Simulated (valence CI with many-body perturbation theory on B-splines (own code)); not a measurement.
Energy levels of Pd VI

Computed by configuration interaction combined with many-body perturbation theory (CI+MBPT): five valence electrons over a frozen Dirac-Fock core [Kr], a basis of 7 s, 7 p, 8 d, 6 f, 4 g, 1 h functions for each j, with the one-electron correlation potential Σ1 (screened to all orders), the two-electron term Σ2, the three-electron term Σ3, Breit, model QED; selected single and double excitations, second order for the rest, scaled by the run's own slope (own B-spline code, finite nucleus).

No measured levels were compared; by estimate terms of the open shell hold to 2 to 4 % of their energy, and close levels can change places; different configurations can be misplaced against each other by 1,000 to 8,000 cm⁻¹. Core correlation moves these levels by up to 20000 cm⁻¹, and in measured spectra 5 to 20 % of such shifts remained as error; rates that hang on mixing are uncertain with them. Among the levels kept, up to 1900 cm⁻¹ of a level comes from second order outside the variational space, and about a tenth of that is noise between levels of different J, which matters for small intervals. Only levels of the ground parity were solved; by the run's estimate the other parity begins above the list, which can be wrong where configurations are misplaced.

Levels 1 to 45 of 52, with energies above the lowest level, 4d5 6S_5/2. "Leading %" is the weight of the configuration and term that name the level; weights of strongly mixed levels are sums over their largest components and can fall short. In the jj column 3d3/2^4 stands for four electrons in 3d with j = 3/2.

```csv
No.,Configuration,Term,J,E (cm⁻¹),Leading %,Leading jj,g
1,4d5,6S,5/2,0.0,97,4d3/2^2 4d5/2^3 (41 %),1.994
2,4d5,4G,5/2,27226,89,4d3/2^2 4d5/2^3 (32 %),0.617
3,4d5,4G,7/2,27829,95,4d3/2^3 4d5/2^2 (47 %),0.994
4,4d5,4G,11/2,28036,96,4d3/2^2 4d5/2^3 (46 %),1.268
5,4d5,4G,9/2,28178,97,4d3/2^2 4d5/2^3 (63 %),1.172
6,4d5,4P,5/2,30412,49,4d3/2^4 4d5/2 (38 %),1.447
7,4d5,4P,3/2,31264,53,4d3/2^3 4d5/2^2 (70 %),1.476
8,4d5,4P,1/2,32539,65,4d3/2^2 4d5/2^3 (55 %),1.775
9,4d5,4D,7/2,34021,93,4d3/2^2 4d5/2^3 (61 %),1.412
10,4d5,4D,1/2,35742,66,4d3/2^2 4d5/2^3 (76 %),0.883
11,4d5,4D,5/2,36392,54,4d3/2^3 4d5/2^2 (34 %),1.435
12,4d5,4D,3/2,36656,53,4d3/2^2 4d5/2^3 (48 %),1.423
13,4d5,2I,11/2,39812,90,4d3/2^2 4d5/2^3 (52 %),0.939
14,4d5,2I,13/2,40893,99,4d3/2^2 4d5/2^3 (99 %),1.077
15,4d5,2D,5/2,43919,42,4d3/2 4d5/2^4 (30 %),1.076
16,4d5,2D,3/2,44924,51,4d3/2^2 4d5/2^3 (60 %),0.628
17,4d5,4F,7/2,45631,50,4d3/2^3 4d5/2^2 (63 %),1.156
18,4d5,4F,9/2,45733,60,4d3/2^3 4d5/2^2 (57 %),1.236
19,4d5,4F,5/2,47225,77,4d3/2^2 4d5/2^3 (71 %),1.014
20,4d5,2F,7/2,48975,53,4d3/2 4d5/2^4 (63 %),1.165
21,4d5,2H,9/2,49414,55,4d3/2^2 4d5/2^3 (87 %),1.061
22,4d5,4F,3/2,49460,51,4d3/2 4d5/2^4 (55 %),0.603
23,4d5,2G,7/2,51336,76,4d3/2^2 4d5/2^3 (76 %),0.947
24,4d5,2H,11/2,52407,88,4d3/2 4d5/2^4 (77 %),1.080
25,4d5,2F,5/2,52746,63,4d3/2 4d5/2^4 (31 %),0.982
26,4d5,2G,9/2,53844,51,4d3/2 4d5/2^4 (69 %),1.056
27,4d5,2F,5/2,55051,71,4d3/2^2 4d5/2^3 (39 %),0.935
28,4d5,2F,7/2,55099,84,4d3/2 4d5/2^4 (47 %),1.146
29,4d5,2S,1/2,59474,96,4d3/2^3 4d5/2^2 (38 %),1.994
30,4d5,2D,3/2,66714,97,4d3/2^3 4d5/2^2 (34 %),0.802
31,4d5,2D,5/2,67631,92,4d3/2 4d5/2^4 (42 %),1.185
32,4d5,2G,9/2,73161,98,4d3/2^2 4d5/2^3 (80 %),1.111
33,4d5,2G,7/2,73494,96,4d3/2^2 4d5/2^3 (45 %),0.893
34,4d5,2P,3/2,87625,93,4d3/2^2 4d5/2^3 (74 %),1.306
35,4d5,2P,1/2,88409,97,4d3/2^2 4d5/2^3 (44 %),0.682
36,4d5,2D,5/2,96893,98,4d3/2^2 4d5/2^3 (80 %),1.200
37,4d5,2D,3/2,97432,93,4d3/2 4d5/2^4 (58 %),0.825
38,4d4 5s,6D,1/2,181820,94,4d3/2^2 4d5/2^2 5s (40 %),3.308
39,4d4 5s,6D,3/2,182740,96,4d3/2^3 4d5/2 5s (52 %),1.862
40,4d4 5s,6D,5/2,184050,97,4d3/2^2 4d5/2^2 5s (63 %),1.654
41,4d4 5s,6D,7/2,185540,97,4d3/2^2 4d5/2^2 5s (48 %),1.584
42,4d4 5s,6D,9/2,187170,96,4d3/2 4d5/2^3 5s (39 %),1.550
43,4d4 5s,4D,1/2,195650,91,4d3/2^3 4d5/2 5s (40 %),0.066
44,4d4 5s,4D,3/2,197060,94,4d3/2^2 4d5/2^2 5s (48 %),1.204
45,4d4 5s,4D,5/2,198840,94,4d3/2^2 4d5/2^2 5s (54 %),1.363
```

Names give the largest LS component (configuration and term), which can be under half, so a name can repeat, a term be missing and a line seem to break the LS rules; names also repeat where a configuration has a term twice.

The ionisation energy to 4d4 5D_0 of the next ion comes out as 83.902 eV (NIST: 84.1 ± 2 eV (theoretical)). All 52 levels together are meant to be complete up to 208870 cm⁻¹.
